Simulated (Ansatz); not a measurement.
TeAs₅⁻, relaxed as a singlet with RKS r2SCAN-D4/def2-SVPD in Ansatz, starting from the GFN2-xTB geometry. Force threshold 0.02 eV/Å.

In the def2 sets Te takes a core potential; there is no spin–orbit coupling. Another isomer (singlet) lies 0.06 eV lower at PBE-D4/def2-TZVPD; other spin states weren't run for this one.

Start:

```csv
atom,x (Å),y (Å),z (Å)
As1,-0.0790,1.5797,-1.1084
As2,1.0305,-0.5980,-1.1796
As3,0.2253,-1.1896,1.0950
As4,-1.2773,-0.2879,-1.8943
As5,-1.5661,0.3925,0.4267
Te6,1.6666,0.1032,2.6606
```

```csv
step,energy (eV),largest force component (eV/Å),SCF passes
1,-311471.3307,1.188,20
2,-311471.4085,0.327,23
3,-311471.4225,0.112,22
4,-311471.4249,0.035,22
5,-311471.4250,0.014,24
```

Force components are those of the run's own axes.

End:

```xyz
6

As   -0.067    1.605   -1.103
As    1.042   -0.593   -1.199
As    0.234   -1.214    1.127
As   -1.316   -0.312   -1.945
As   -1.587    0.408    0.423
Te    1.694    0.106    2.696
```

By distances, no bond broke or formed. The bond that changes most is As1–As4, from 2.35 to 2.44 Å (atoms count from 1).

No frequencies were taken in this run, so the end may be a saddle point.

It took 45 s on 4 threads of Arm Neoverse V1 on a shared host.
